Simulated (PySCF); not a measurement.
In(F)(vinyl)2 (C4H6FIn), SMILES C=[CH][In]([F])[CH]=C.

The structure is a stationary point at PBE-D3(BJ)/def2-SVP. The def2 effective core potentials stand for the cores of In; spin–orbit coupling is left out. One conformer was computed; it need not be the lowest.

Calculation: PBE/def2-TZVP (PySCF).

Gas-phase values at a fixed geometry.

Problem. Estimate the frontier levels, gap, dipole moment and polarisability. (An estimate is asked for; the answer gives what the named calculation found.)

Solution. 
| Quantity | Value |
|---|---|
| highest occupied level | -6.61 eV |
| lowest empty level | -2.53 eV |
| orbital gap | 4.08 eV |
| dipole moment | 3.46 D |
| quadrupole, principal values (traceless, Buckingham form, about the centre of nuclear charge) | -7.15, -0.84, 7.99 D·Å |
| mean static polarisability | 88.2 bohr³ (13.07 Å³) |
| polarisability, principal values | 51.8, 79.6, 133.2 bohr³ |
